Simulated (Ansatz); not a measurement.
Input and output for BH5SeSi.

```yaml
crystal:
  periodic: [false, false, false]
  atoms:
    - {symbol: B, position_ang: [-0.828426, 0.040531, -0.777467]}
    - {symbol: Si, position_ang: [0.526195, 0.867191, 0.358140]}
    - {symbol: Se, position_ang: [0.675053, -1.461921, -0.150109]}
    - {symbol: H, position_ang: [-1.891973, -0.261694, -0.328530]}
    - {symbol: H, position_ang: [-0.659135, 0.151832, -1.956672]}
    - {symbol: H, position_ang: [0.468772, 0.972202, 1.837660]}
    - {symbol: H, position_ang: [1.779742, 1.478679, -0.147970]}
    - {symbol: H, position_ang: [0.021773, -1.843919, 1.109250]}
basis:
  gaussian: {orbitals: aug-cc-pVDZ}
total_charge: 1
magnetization: {spin_polarized: true, initial_magnetization: 1}
hamiltonian: {xc: {name: HF}}
correlation: {method: ccsd}
```

```sh
$ ansatz run in.yaml --threads 2 --pin off --events-out ev --progress --plain --max-ram 4352MiB
```

Output, abridged:

```
Functional definition: HF
1334 factors; integrals over basis functions are off by at most 8.9e-4 eV
mean field evaluation 1: about -73904.1689 eV, gradient 1.5e1 eV
mean field evaluation 2: about -73904.1679 eV, gradient 1.5e1 eV
mean field evaluation 4: about -73906.2427 eV, gradient 2.0e0 eV
mean field evaluation 8: about -73906.3242 eV, gradient 2.5e-1 eV
mean field evaluation 16: about -73906.2448 eV, gradient 2.0e0 eV
mean field evaluation 32: about -73906.3234 eV, gradient 3.5e-1 eV
mean field evaluation 64: about -73903.1360 eV, gradient 4.2e-1 eV
mean field evaluation 96: about -73903.0117 eV, gradient 2.2e0 eV
mean field -73906.33280798 eV, -2716.0076351816 hartree, gradient 1.9e-6 eV, S^2 0.774653; 6 other end points of the search recorded, 0 dependent functions left out
determinant -73906.33280798 eV, -2716.0076351816 hartree, with singles and doubles -73916.58880538 eV, -2716.3845361342 hartree
determinant -73905.65927127 eV, -2715.9828831641 hartree, with singles and doubles -73915.93445721 eV, -2716.3604892826 hartree
15 core orbitals not correlated: weight in the atoms' cores, before any rotation towards them, 1.000 or more for the frozen orbitals, at most 0.000 for the correlated occupied ones
reference -73906.33280798 eV, -2716.0076351816 hartree; 14, 13 occupied and 102, 103 virtual orbitals, 1334 factors
second order -8.85342673 eV of doubles, -0.00000000 eV of singles
cycle   1  -10.21375157 eV  change   -3.5e-1 eV  update   2.1e-2
cycle   2  -10.22673015 eV  change   -1.3e-2 eV  update   5.5e-3
cycle   3  -10.22862915 eV  change   -1.9e-3 eV  update   2.2e-3
cycle   4  -10.22992948 eV  change   -1.3e-3 eV  update   1.2e-3
cycle   5  -10.23024633 eV  change   -3.2e-4 eV  update   8.8e-4
cycle   6  -10.23055604 eV  change   -3.1e-4 eV  update   6.8e-4
cycle   7  -10.23068258 eV  change   -1.3e-4 eV  update   4.9e-4
cycle   8  -10.23058859 eV  change    9.4e-5 eV  update   3.4e-4
cycle   9  -10.23048147 eV  change    1.1e-4 eV  update   2.2e-4
cycle  10  -10.23051905 eV  change   -3.8e-5 eV  update   1.2e-4
cycle  11  -10.23056282 eV  change   -4.4e-5 eV  update   5.8e-5
cycle  12  -10.23057178 eV  change   -9.0e-6 eV  update   3.1e-5
Total energy: -73916.56337975 eV, -2716.3836017598 hartree
```

It took 58 s on 2 threads of an Intel Xeon Platinum 8259CL on a shared host, with 1.7 GiB of host memory at the peak.
